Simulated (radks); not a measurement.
Correlation energies from several functionals, in hartree. Species: Sr+ [Kr] 5s1; Sn3+ [Kr] 4d10 5s1; Sn2+ [Kr] 4d10 5s2; Cl2+ [Ne] 3s2 3p3. Calculated with a radial shooting solver on a logarithmic mesh with Libxc functionals: non-relativistic Kohn-Sham, exchange-only PBE, spin-polarised, spherical densities, point nucleus. Every spin shell is full or empty, so the densities are truly spherical. Functionals are evaluated on that one density, not self-consistently.

| functional | Sr+ | Sn3+ | Sn2+ | Cl2+ |
|---|---|---|---|---|
| PW92 | -3.4014 | -4.6193 | -4.6721 | -1.1947 |
| VWN5 | -3.4168 | -4.6399 | -4.6926 | -1.2009 |
| Wigner | -1.9386 | -2.5171 | -2.5797 | -0.70522 |
| PBEsol | -2.0840 | -2.9010 | -2.9375 | -0.65007 |
| P86 | -2.0787 | -2.9030 | -2.9424 | -0.63036 |
| PW91 | -1.9800 | -2.7757 | -2.8067 | -0.61141 |
| AM05 | -3.1462 | -4.3068 | -4.3528 | -1.0830 |
| OP (B88) | -1.7449 | -2.3720 | -2.4037 | -0.57919 |
| TPSS | -1.8253 | -2.5665 | -2.5981 | -0.55909 |
| revTPSS | -1.8519 | -2.5943 | -2.6285 | -0.57296 |
| SCAN | -1.8255 | -2.5523 | -2.5939 | -0.55251 |
| r2SCAN | -1.8410 | -2.5662 | -2.6093 | -0.55788 |
| Tao-Mo | -1.7448 | -2.4802 | -2.5090 | -0.50693 |
